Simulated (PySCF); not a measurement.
# SMILES Oc1ccc(CS[SiH3])s1, C$_{5}$H$_{8}$OS$_{2}$Si

Geometry (Å), atoms numbered from 1 in this order:
```xyz
17

O    -3.304    1.226   -0.246
C    -2.244    0.404   -0.121
C    -2.031   -0.747   -0.811
C    -0.824   -1.383   -0.444
C    -0.124   -0.729    0.519
C     1.179   -1.078    1.116
S     2.597   -0.780   -0.034
Si    2.400    1.316   -0.438
S    -0.951    0.730    1.000
H    -3.241    1.966    0.368
H    -2.717   -1.121   -1.548
H    -0.481   -2.302   -0.884
H     1.372   -0.505    2.022
H     1.239   -2.144    1.335
H     1.277    1.527   -1.346
H     3.677    1.651   -1.037
H     2.168    1.982    0.839
```

Method used: GIAO LDA/pcseg-1 magnetisability, rotational g tensor and spin-rotation constants, non-relativistic, gas phase (PySCF 2.14.0). Geometry: GFN2-xTB.

Task: What are the magnetisability and the molar susceptibility?

Result: Isotropic -1744 × 10⁻³⁰ J/T², or -105.0 × 10⁻⁶ cm³/mol; principal values -2100, -1664, -1469 × 10⁻³⁰ J/T², anisotropy 559 × 10⁻³⁰ J/T² (root of half the summed squared differences of the principal values). The susceptibility is in cgs units.

Task: Split it along the inertial axes a, b, c into diamagnetic and paramagnetic parts about the centre of mass, with the quadrupole moment.

Result: 
```
axis  χ (10⁻⁶ cm³/mol)  diamagnetic (10⁻⁶ cm³/mol)  paramagnetic (10⁻⁶ cm³/mol)  summed x² of all electrons (Å²)  quadrupole Θ (D Å)
   a            -106.8                      -757.1                        650.4                            416.0               -7.79
   b            -100.5                     -2024.6                       1924.1                            117.3               +8.51
   c            -107.8                     -2262.4                       2154.6                             61.2               -0.72
```
Anisotropies 2χaa − χbb − χcc = -5.2 and 2χbb − χaa − χcc = +13.6 × 10⁻⁶ cm³/mol. Θ is traceless in Buckingham's convention.

Task: And the rotational g tensor?

Result: 
```tsv
axis	rotational constant (GHz)	g	nuclear part	electronic part
a	1.9608	-0.0208	0.5782	-0.5991
b	0.6040	-0.0109	0.5351	-0.5460
c	0.5383	-0.0065	0.5384	-0.5449
```
Asymmetric top; isotopes 12C, 1H, 16O, 32S, 28Si; no vibrational averaging.
